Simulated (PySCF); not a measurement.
# SeO⁺: one state, many levels of theory

State: ²Π (doublet), unpaired electrons π ↑. Set-up: basis Se cc-pVDZ-PP with ECP10, O cc-pVDZ; scalar-relativistic core potentials; PySCF 2.14. De refers to Se⁺ + O in their high-spin ground configurations, without counterpoise correction. The functionals are run spin-unrestricted. A positive dipole points towards O; it is taken about the centre of mass and depends on that origin. Levels whose curve was spin-contaminated or gave no clean fit are not listed.

```json
{"Level": "UHF-CCSD", "Re (Å)": "1.605", "ωe (cm⁻¹)": "994", "De (eV)": "2.62", "μ (D)": "n/a"}
{"Level": "UHF-CCSD(T)", "Re (Å)": "1.622", "ωe (cm⁻¹)": "966", "De (eV)": "3.02", "μ (D)": "n/a"}
{"Level": "PBE", "Re (Å)": "1.621", "ωe (cm⁻¹)": "987", "De (eV)": "4.66", "μ (D)": "-1.78"}
{"Level": "BLYP", "Re (Å)": "1.631", "ωe (cm⁻¹)": "958", "De (eV)": "4.66", "μ (D)": "-1.77"}
{"Level": "r²SCAN", "Re (Å)": "1.601", "ωe (cm⁻¹)": "1031", "De (eV)": "3.92", "μ (D)": "-1.87"}
{"Level": "TPSSh", "Re (Å)": "1.602", "ωe (cm⁻¹)": "1035", "De (eV)": "3.80", "μ (D)": "-1.88"}
{"Level": "PBE0", "Re (Å)": "1.588", "ωe (cm⁻¹)": "1081", "De (eV)": "3.58", "μ (D)": "-2.02"}
{"Level": "CAM-B3LYP", "Re (Å)": "1.583", "ωe (cm⁻¹)": "1103", "De (eV)": "3.74", "μ (D)": "-2.06"}
```

(1) Which functional lies closest to UHF-CCSD(T) in De, which farthest, and by how much do they differ from it?

(2) What does a quarter of exact exchange do here, going from PBE to PBE0?

(3) What does the step from GGA to meta-GGA do here, going from PBE to r²SCAN?

Correlated steps freeze 5 core orbitals. Correlated levels converge slowly with the basis: in double zeta they bind strong bonds too weakly, by up to about 1 eV, and carry superposition errors of some tenths. Spin–orbit coupling is left out. For an ion De counts to the pair picked by the measured ionisation energies or electron affinities, which need not be the lowest pair at this level. The state was picked by a PBE0 search and need not be the measured ground state.

## Answers

(1) Closest is PBE0 (-3.4 pm in Re, +11.9 % in ωe, +0.56 eV in De against UHF-CCSD(T) in the same basis), farthest PBE (-0.1 pm in Re, +2.2 % in ωe, +1.64 eV in De). CCSD(T) converges more slowly with the basis than the functionals do and binds too weakly in this one, so the order can change at the basis-set limit.

(2) PBE0 less PBE: -3.3 pm in Re, +9.5 % in ωe, -1.08 eV in De. Exact exchange removes part of the self-interaction that spreads semilocal densities, and in most molecules shortens and stiffens the bond and lowers De; so it does here.

(3) r²SCAN less PBE: -2.0 pm in Re, +4.5 % in ωe, -0.74 eV in De.
